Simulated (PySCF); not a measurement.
## Calculated data, CH₇BGeN

All values are calculated (PySCF 2.14.0). Calculation on a computer-drawn molecule: optimised geometry and harmonic frequencies of an isolated molecule of the commonest isotopes, restricted reference for singlets and unrestricted otherwise, frozen core in MP2; on germanium a core potential holds 10 electrons, which the energies leave out, and 3d is frozen in MP2 and coupled-cluster steps.

```json
{"formula": "CH7BGeN", "start_structure": {"atoms_angstrom": [["B", -1.5563, -1.7294, 0.2784], ["C", -0.3923, -0.8224, 0.7754], ["N", 0.6654, -0.3709, -0.1523], ["Ge", 0.5262, 0.9872, -1.3008], ["H", -2.3982, -2.0825, 0.9266], ["H", -1.4816, -2.2356, -0.7707], ["H", -0.9303, 0.1147, 1.1505], ["H", 0.0302, -1.2472, 1.727], ["H", 1.1051, -1.1892, -0.4305], ["H", 2.0825, 1.1735, -1.4382], ["H", 0.2676, 2.1105, -0.0734]]}, "given": {"charge": 0, "multiplicity": 2, "method": "HF", "basis": "cc-pVDZ", "basis_and_core_potential_on_germanium": "cc-pVDZ-PP ECP10MDF", "drawn_bonds_atom": [1, 2, 3, 1, 1, 2, 2, 3, 4, 4], "drawn_bonds_other_atom": [2, 3, 4, 5, 6, 7, 8, 9, 10, 11], "drawn_bonds_order": [1, 1, 1, 1, 1, 1, 1, 1, 1, 1]}, "results": {"optimised_atom_element": ["B", "C", "N", "Ge", "H", "H", "H", "H", "H", "H", "H"], "optimised_atom_x [angstrom]": [-1.525, -0.4627, 0.6473, 0.6682, -2.476, -1.395, -0.9866, -0.07113, 1.034, 2.073, 0.4125], "optimised_atom_y [angstrom]": [-1.839, -0.8004, -0.4306, 1.12, -2.091, -2.42, 0.1044, -1.22, -1.226, 1.229, 2.283], "optimised_atom_z [angstrom]": [0.2786, 0.7963, -0.07661, -1.06, 0.9704, -0.7662, 1.128, 1.74, -0.5532, -1.685, -0.07984], "modes_frequency [cm^-1]": [45.61, 155.1, 186.9, 245.2, 368.2, 513.1, 560.2, 641.0, 732.7, 769.9, 860.3, 898.1, 1010, 1127, 1202, 1296, 1315, 1411, 1512, 1551, 2142, 2166, 2663, 2733, 3080, 3175, 3776], "modes_reduced_mass [dalton]": [2.902, 1.111, 1.132, 1.912, 1.976, 1.537, 1.749, 1.183, 1.186, 1.428, 2.021, 1.032, 1.984, 1.496, 3.355, 1.085, 1.166, 1.447, 1.167, 1.247, 1.016, 1.025, 1.056, 1.127, 1.073, 1.084, 1.075], "rotational_constants [GHz]": [16.08, 1.933, 1.898], "total_energy [hartree]": -414.3969, "spin_squared": 0.7594, "convergence_status_largest_gradient_component [hartree/bohr]": 4.473e-05}}
```
